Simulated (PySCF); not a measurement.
H7N3Sn, SMILES [NH2][SnH]([NH2])[NH2].

Geometry optimised at PBE0-D3(BJ)/def2-SVP. The structure was generated by enumeration; whether it is a known compound was not checked. The def2 effective core potentials stand for the cores of Sn; spin–orbit coupling is left out. The values are those of a single conformer.

Calculation: TDDFT-PBE/def2-SVPD (PySCF).

Vertical excitations. Isolated molecule, no solvent.

| state | energy (eV) | λ (nm) | f | main pairs |
|---|---|---|---|---|
| S1 | 4.93 | 251 | 0.022 | HOMO→LUMO 95 % |
| S2 | 5.03 | 247 | 0.035 | HOMO−1→LUMO 93 % |
| S3 | 5.20 | 238 | 0.054 | HOMO−2→LUMO 89 % |
| S4 | 5.71 | 217 | 0.014 | HOMO→LUMO+1 55 %, HOMO−1→LUMO+1 24 % |
| S5 | 5.84 | 212 | 0.013 | HOMO→LUMO+2 47 %, HOMO−1→LUMO+2 15 %, HOMO−2→LUMO+1 14 %, HOMO−1→LUMO+1 14 % |
| S6 | 5.85 | 212 | 0.044 | HOMO−1→LUMO+1 36 %, HOMO→LUMO+1 28 %, HOMO→LUMO+2 16 % |
| S7 | 5.91 | 210 | 0.007 | HOMO−2→LUMO+1 55 %, HOMO−1→LUMO+2 30 % |
| S8 | 5.99 | 207 | 0.003 | HOMO→LUMO+3 66 %, HOMO−1→LUMO+3 16 % |
| S9 | 6.00 | 207 | 0.004 | HOMO−2→LUMO+2 37 %, HOMO−1→LUMO+2 30 %, HOMO−2→LUMO+1 14 %, HOMO→LUMO+2 11 % |
| S10 | 6.07 | 204 | 0.020 | HOMO−1→LUMO+3 65 %, HOMO→LUMO+3 18 % |
| T1 | 4.62 | 268 | 0 | HOMO→LUMO 94 % |
| T2 | 4.65 | 267 | 0 | HOMO−1→LUMO 97 % |
| T3 | 4.83 | 257 | 0 | HOMO−2→LUMO 93 % |
| T4 | 5.45 | 228 | 0 | HOMO→LUMO+1 95 % |
Triplets are in the Tamm–Dancoff approximation, which puts them higher than full response would, so one can lie above its singlet here.
